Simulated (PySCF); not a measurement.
# Computed properties of Si(Br)(NH2) (BrH2NSi), SMILES N[Si]Br

Si(Br)(NH2) (BrH2NSi), SMILES N[Si]Br (connectivity only; charge and spin as stated), neutral, multiplicity 1. Geometry optimised at PBE0-D3(BJ)/def2-TZVP. Other conformers were not sampled. All values are computed for the isolated molecule unless a solvent is named; none is compared with measurement here.

**Structure.** The optimised structure has Cs symmetry. All 9 harmonic modes at PBE0-D3(BJ)/def2-TZVP (PySCF) are real, so it is a minimum. With heavy atoms numbered as in [Si:1]([Br:2])[NH2:3], the shortest bond between them is Si1–N3 at 1.700 Å and the longest Si1–Br2 at 2.280 Å.

**Vibrations.** The strongest infrared lines (harmonic, unscaled, degenerate partners summed) lie at 539 cm⁻¹ (162 km/mol, H 82 %, N 17 %), 1565 cm⁻¹ (80 km/mol, H 89 %, N 11 %), 880 cm⁻¹ (79 km/mol, N 51 %, Si 36 %, H 13 %). The softest mode is at 227 cm⁻¹ and the zero-point energy is 17.3 kcal/mol.

**Electronic structure.** B3LYP/def2-TZVPD (PySCF) places the frontier levels at -6.95 and -1.93 eV, a gap of 5.02 eV, and gives a dipole moment of 2.78 D and a mean polarisability of 64.3 bohr³.

**Excitations.** TDDFT-ωB97X/def2-SVPD (PySCF) has S1 at 4.40 eV (282 nm, f = 0.044, weak); the most intense of the 10 singlets computed lies at 6.43 eV (f = 0.48). T1 (TDA) is at 2.87 eV. No vertical singlet excitation falls in the visible range (under 3.1 eV).

**NMR.** GIAO shifts at KT2/pcSseg-2 (PySCF) (non-relativistic, atoms alike by connectivity averaged): ¹H at 5.5 ppm against TMS; ²⁹Si at 187.5 ppm against TMS. Without spin–orbit terms, shifts of atoms bonded to Cl or Br come out too high.
